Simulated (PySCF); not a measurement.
Isomers of C4H10BBr. The calculation used PBE0-D3(BJ)/def2-SVP geometry optimisation, gas phase (PySCF). Energies are electronic, without zero-point or thermal terms, for one conformer each. No frequencies were run at this level. Point groups hold within 0.08 Å.

Task: Rank from lowest to highest electronic energy at this level (kcal/mol).
A. `CC(C)(C)BBr`
B. `[CH3:1][B:2]([CH3:3])[CH2:4][CH2:5][Br:6]` with C1–B2–C4–C5 0°, B2–C4–C5–Br6 179°

Result: A (0.0), B (9.7).

```json
{"SMILES": "CC(C)(C)BBr", "E (Eh)": "-2756.52321", "E rel (kcal/mol)": "0.0", "dipole (D)": "1.19", "point group": "Cs", "A, B, C (MHz)": "4514, 1097, 1094"}
{"SMILES": "CB(C)CCBr", "E (Eh)": "-2756.50782", "E rel (kcal/mol)": "9.7", "dipole (D)": "2.45", "point group": "Cs", "A, B, C (MHz)": "6335, 720.0, 657.0"}
```

Task: How do the relative energies change in single points at PBE0/pcSseg-1 (no added dispersion term) on the same geometries?

Result: 
```
     SMILES  PBE0-D3(BJ)/def2-SVP (kcal/mol)  PBE0/pcSseg-1 (kcal/mol)  shift
CC(C)(C)BBr                              0.0                       0.0    0.0
  CB(C)CCBr                              9.7                       8.4   -1.3
```

Each column counts from its own lowest isomer. The order is unchanged; the largest shift is 1.3 kcal/mol.
